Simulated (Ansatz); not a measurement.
Input for Ansatz (an electronic-structure program): R-PBE/def2-TZVPP on FGaH2 (SMILES [F][GaH2]), atoms moved off the minimum.

Ansatz 0.2 input:
```yaml
crystal:
  periodic: [false, false, false]
  atoms:
    - {symbol: Ga, position_ang: [-0.09581963, -0.27615439, -0.03127851]}
    - {symbol: H, position_ang: [0.67550492, -1.07355431, 1.30658793]}
    - {symbol: H, position_ang: [-1.36402059, -0.66700229, -0.73360288]}
    - {symbol: F, position_ang: [0.61103032, 1.18741398, -0.31065465]}
basis:
  gaussian:
    orbitals: def2-TZVPP
hamiltonian:
  xc: {name: PBE}
scf: {lower_state_search: off}
output: {forces: true}
```

The head of its log:

```
WARN ansatz: RAYON_NUM_THREADS=1 ignored (pool sized by the plan → 1); use --threads N
Functional definition: PBE
these checks for a lower state are left out or cut short: stability, starts, cluster_reference, orbital_swaps, neighbouring_geometries, increment
integrals: 0.03 GiB planned
642 factors; their error is unknown
mean field: 0.23 GiB planned
mean field evaluation 1: about -55114.7016 eV, gradient 5.3e1 eV
mean field evaluation 2: about -55087.1423 eV, gradient 1.5e2 eV
```

Task: Give the final energy of this run.

Result: -2025.5595 hartree.
